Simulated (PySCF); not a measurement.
Broadened absorption spectrum of (Cl2In-mu-NH2)2

(Cl2In-mu-NH2)2.
Structure used (PBE0-D3(BJ)/def2-SVP), in Å, numbered top down from 1:
```
atom  x, y, z in Å
In1   -1.5218   -0.0209   -0.5485
Cl2   -2.1923    1.5817   -2.1110
Cl3   -3.0355   -1.6261    0.2177
N4    -0.3955    0.8888    1.1033
In5    1.5413    0.0155    0.5505
Cl6    2.2167   -1.5846    2.1140
Cl7    3.0579    1.6180   -0.2146
N8     0.4133   -0.9038   -1.0935
H9    -0.7194    0.5921    2.0262
H10   -0.4111    1.9104    1.0984
H11    0.4220   -1.9255   -1.0700
H12    0.7400   -0.6283   -2.0216
```

The calculation used TDDFT PBE0/def2-SVPD, vertical, gas phase, core orbitals frozen in the response, def2 core potentials past Kr (PySCF). Spin–orbit coupling is left out.

Computed states:

```json
{"state": "S1", "E (eV)": "5.43", "f": "0.0000"}
{"state": "S2", "E (eV)": "5.57", "f": "0.0001"}
{"state": "S3", "E (eV)": "5.60", "f": "0.049"}
{"state": "S4", "E (eV)": "5.63", "f": "0.0000"}
{"state": "S5", "E (eV)": "5.63", "f": "0.0007"}
{"state": "S6", "E (eV)": "5.64", "f": "0.203"}
{"state": "S7", "E (eV)": "5.77", "f": "0.0000"}
{"state": "S8", "E (eV)": "5.88", "f": "0.077"}
{"state": "S9", "E (eV)": "6.57", "f": "0.177"}
{"state": "S10", "E (eV)": "6.66", "f": "0.0086"}
```

Each state is given a Gaussian of 0.5 eV full width at half maximum, with ε(max) = 2.175×10⁸ f / Δν̃ (Δν̃ the width in cm⁻¹). The width is an assumption, not a result. The curve ends short of the highest state used, and states not computed would add to its high-energy end.

Question: What does the envelope look like, and where are its maxima?

Answer: 
(E (eV), ε (L mol⁻¹ cm⁻¹)): (4.68, 1), (4.71, 1), (4.73, 2), (4.76, 3), (4.78, 5), (4.81, 8), (4.83, 12), (4.86, 19), (4.88, 27), (4.91, 44), (4.93, 61), (4.96, 96), (4.98, 128), (5.01, 195), (5.03, 256), (5.06, 378), (5.08, 484), (5.11, 691), (5.13, 867), (5.16, 1198), (5.18, 1470), (5.21, 1966), (5.23, 2360), (5.26, 3056), (5.28, 3592), (5.31, 4503), (5.33, 5180), (5.36, 6291), (5.38, 7086), (5.41, 8337), (5.43, 9196), (5.46, 10490), (5.48, 11335), (5.51, 12540), (5.53, 13280), (5.56, 14260), (5.58, 14808), (5.61, 15446), (5.63, 15737), (5.66, 15960), (5.68, 15965), (5.71, 15762), (5.73, 15492), (5.76, 14907), (5.78, 14409), (5.81, 13532), (5.83, 12877), (5.86, 11821), (5.88, 11087), (5.91, 9971), (5.93, 9234), (5.96, 8164), (5.98, 7489), (6.01, 6554), (6.03, 5993), (6.06, 5260)

Maxima: 219 nm (5.67 eV), ε about 16000, made up of S3 (16%), S6 (68%) and S8 (16%) (ε in L mol⁻¹ cm⁻¹; maxima over ε = 5, shares over 10%).

Question: Does any computed singlet lie in the visible range?

Answer: No computed singlet lies in the visible range (380 to 750 nm); the lowest, at 228 nm, stands 2.17 eV above its violet end (3.26 eV).

Question: On this curve, what absorbance would a 10⁻³ mol/L sample give at 248 nm over a 1 cm path?

Answer: 248 nm is 4.999 eV, where ε is about 170 L mol⁻¹ cm⁻¹, so A = ε c l ≈ 0.17 (Beer–Lambert, with the gas-phase spectrum and the assumed width).

Question: Coming from long wavelengths, where does ε first pass 100 L mol⁻¹ cm⁻¹?

Answer: At about 250 nm (4.96 eV), 0.47 eV below S1.

The vertical ionisation energy (ΔSCF) is 10.52 eV, 3.86 eV above S10.

The run took 13 min (with the writing of density and orbital grids) on an AMD EPYC with one thread, no GPU, on a shared host, and the process peaked at 1.3 GiB of memory.

One conformer stands for the species.
